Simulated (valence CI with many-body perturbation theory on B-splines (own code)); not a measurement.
# I III: calculated level list

Level of theory: valence CI with perturbative core correlation (CI+MBPT): five valence electrons over a frozen Dirac-Fock core [Kr] 4d10, radial functions for each j: 9 s, 9 p, 8 d, 6 f, 3 g, 1 h, with the one-electron correlation potential Σ1 (screened to all orders), the two-electron term Σ2, the three-electron term Σ3, Breit, model QED; selected single and double excitations, second order for the rest, scaled by the run's own slope (own B-spline code, finite nucleus).

No measured levels were compared; by estimate levels hold to about 250 cm⁻¹ or 0.2 % of their energy and the worst to 1 %, as in measured heavy ions of charge 2 to 7. Among the levels kept, up to 2000 cm⁻¹ of a level comes from second order outside the variational space, and about a tenth of that is noise between levels of different J, which matters for small intervals.

Levels 1 to 35 of 35, with energies above the lowest level, 5s²5p³ ⁴S°_3/2. "Leading %" is the weight of the configuration and term that name the level; weights of strongly mixed levels are sums over their largest components and can fall short, so below about 35 % the name and the second component can differ from the true leading terms, or belong to a minority configuration. In the jj column 3d3/2^4 stands for four electrons in 3d with j = 3/2. Lifetimes count E1, E2, E3, M1 and M2 decay at the calculated energies, and are blank where another channel may lead or the interval is too uncertain; long ones can be off by a factor of two.

| No. | Configuration | Term | J | E (cm⁻¹) | Leading % | Second component | Lifetime | Leading jj |
| --- | --- | --- | --- | --- | --- | --- | --- | --- |
| 1 | 5s²5p³ | ⁴S° | 3/2 | 0.0 | 86 | 8 % 5s²5p³ ²P° |  | 5s^2 5p1/2^2 5p3/2 (51 %) |
| 2 | 5s²5p³ | ²D° | 3/2 | 11732 | 75 | 14 % 5s²5p³ ²P° | 115 ms | 5s^2 5p1/2 5p3/2^2 (58 %) |
| 3 | 5s²5p³ | ²D° | 5/2 | 14902 | 95 |  | 890 ms | 5s^2 5p1/2 5p3/2^2 (95 %) |
| 4 | 5s²5p³ | ²P° | 1/2 | 24352 | 95 |  | 34.7 ms | 5s^2 5p1/2 5p3/2^2 (95 %) |
| 5 | 5s²5p³ | ²P° | 3/2 | 29649 | 72 | 18 % 5s²5p³ ²D° | 14.0 ms | 5s^2 5p3/2^3 (85 %) |
| 6 | 5s5p⁴ | ⁴P | 5/2 | 85219 | 80 | 11 % 5s²5p²5d ⁴P | 13.7 ns | 5s 5p1/2^2 5p3/2^2 (70 %) |
| 7 | 5s5p⁴ | ⁴P | 3/2 | 90594 | 79 | 13 % 5s²5p²5d ⁴P | 12.3 ns | 5s 5p1/2 5p3/2^3 (63 %) |
| 8 | 5s5p⁴ | ⁴P | 1/2 | 92530 | 78 | 13 % 5s²5p²5d ⁴P | 11.8 ns | 5s 5p1/2^2 5p3/2^2 (32 %) |
| 9 | 5s5p⁴ | ²D | 3/2 | 103230 | 43 | 15 % 5s²5p²5d ²D | 15.3 ns | 5s 5p1/2 5p3/2^3 (27 %) |
| 10 | 5s5p⁴ | ²D | 5/2 | 106363 | 60 | 26 % 5s²5p²5d ²D | 15.5 ns | 5s 5p1/2 5p3/2^3 (55 %) |
| 11 | 5s²5p²5d | ⁴F | 3/2 | 110015 | 54 | 16 % 5s5p⁴ ²D | 6.43 ns | 5s^2 5p1/2^2 5d3/2 (50 %) |
| 12 | 5s²5p²5d | ²P | 3/2 | 111246 | 44 | 21 % 5s²5p²5d ⁴F | 77.3 ns | 5s^2 5p1/2 5p3/2 5d3/2 (51 %) |
| 13 | 5s²5p²5d | ⁴F | 5/2 | 111731 | 66 | 18 % 5s²5p²5d ⁴D | 3.74 ns | 5s^2 5p1/2^2 5d5/2 (45 %) |
| 14 | 5s²5p²5d | ²P | 1/2 | 113262 | 45 | 16 % 5s²5p²5d ⁴D | 29.6 ns | 5s^2 5p1/2 5p3/2 5d3/2 (43 %) |
| 15 | 5s²5p²5d | ⁴F | 7/2 | 115298 | 79 | 14 % 5s²5p²5d ⁴D | 27.7 ns | 5s^2 5p1/2 5p3/2 5d5/2 (77 %) |
| 16 | 5s²5p²5d | ²F | 5/2 | 116055 | 69 | 14 % 5s²5p²5d ⁴F | 6.03 ns | 5s^2 5p1/2 5p3/2 5d3/2 (73 %) |
| 17 | 5s²5p²6s | ⁴P | 1/2 | 116606 | 65 | 10 % 5s²5p²6s ²P | 501 ps | 5s^2 5p1/2^2 6s (70 %) |
| 18 | 5s²5p²5d | ²F | 7/2 | 118496 | 48 | 35 % 5s²5p²5d ⁴D | 76.7 ns | 5s^2 5p1/2 5p3/2 5d3/2 (44 %) |
| 19 | 5s²5p²5d | ⁴F | 9/2 | 118747 | 82 | 12 % 5s²5p²5d ²G |  | 5s^2 5p1/2 5p3/2 5d5/2 (65 %) |
| 20 | 5s²5p²5d | ⁴D | 1/2 | 119567 | 65 | 9 % 5s²5p²5d ²P | 8.71 ns | 5s^2 5p1/2 5p3/2 5d3/2 (36 %) |
| 21 | 5s²5p²5d | ⁴D | 3/2 | 119632 | 76 | 7 % 5s²5p²5d ⁴F | 1.77 ns | 5s^2 5p1/2 5p3/2 5d3/2 (32 %) |
| 22 | 5s²5p²5d | ⁴D | 5/2 | 121328 | 55 | 21 % 5s²5p²5d ²F | 954 ps | 5s^2 5p1/2 5p3/2 5d5/2 (57 %) |
| 23 | 5s²5p²6s | ⁴P | 3/2 | 122524 | 88 | 5 % 5s²5p²6s ²P | 541 ps | 5s^2 5p1/2 5p3/2 6s (92 %) |
| 24 | 5s²5p²6s | ²P | 1/2 | 124800 | 62 | 11 % 5s5p⁴ ²S | 327 ps | 5s^2 5p1/2 5p3/2 6s (69 %) |
| 25 | 5s²5p²6s | ⁴P | 5/2 | 126346 | 70 | 22 % 5s²5p²6s ²D | 365 ps | 5s^2 5p1/2 5p3/2 6s (74 %) |
| 26 | 5s²5p²5d | ⁴D | 7/2 | 126777 | 42 | 33 % 5s²5p²5d ²F | 3.84 ns | 5s^2 5p3/2^2 5d5/2 (66 %) |
| 27 | 5s5p⁴ | ²S | 1/2 | 126930 | 39 | 21 % 5s²5p²5d ²S | 1.87 ns | 5s^2 5p3/2^2 5d5/2 (36 %) |
| 28 | 5s²5p²6s | ²P | 3/2 | 127981 | 47 | 29 % 5s²5p²6s ²D | 474 ps | 5s^2 5p1/2 5p3/2 6s (72 %) |
| 29 | 5s²5p²5d | ⁴P | 5/2 | 130916 | 66 | 8 % 5s5p⁴ ⁴P | 87.9 ps | 5s^2 5p1/2 5p3/2 5d5/2 (28 %) |
| 30 | 5s²5p²5d | ²G | 7/2 | 131499 | 71 | 18 % 5s²5p²5d ²F | 1.68 ns | 5s^2 5p3/2^2 5d5/2 (28 %) |
| 31 | 5s²5p²5d | ⁴P | 3/2 | 132911 | 64 | 10 % 5s5p⁴ ⁴P | 79.9 ps | 5s^2 5p1/2 5p3/2 5d3/2 (45 %) |
| 32 | 5s²5p²5d | ²G | 9/2 | 133272 | 81 | 12 % 5s²5p²5d ⁴F | 40.2 ms | 5s^2 5p3/2^2 5d5/2 (65 %) |
| 33 | 5s²5p²5d | ⁴P | 1/2 | 133915 | 68 | 11 % 5s5p⁴ ⁴P | 76.5 ps | 5s^2 5p1/2 5p3/2 5d3/2 (57 %) |
| 34 | 5s²5p²5d | ²D | 3/2 | 134919 | 61 | 21 % 5s²5p²6s ²P | 445 ps | 5s^2 5p1/2 5p3/2 5d5/2 (38 %) |
| 35 | 5s²5p²6s | ²D | 5/2 | 137138 | 36 | 26 % 5s²5p²5d ²D | 643 ps | 5s^2 5p3/2^2 6s (46 %) |

Names give the largest LS component (configuration and term), which can be under half, so a name can repeat, a term be missing and a line seem to break the LS rules; names also repeat where a configuration has a term twice.

The ionisation energy to 5s²5p² ³P0 of the next ion comes out as 29.508 eV (NIST: 29.57 ± 0.025 eV (measured)). All 35 levels together are meant to be complete up to 138340 cm⁻¹.
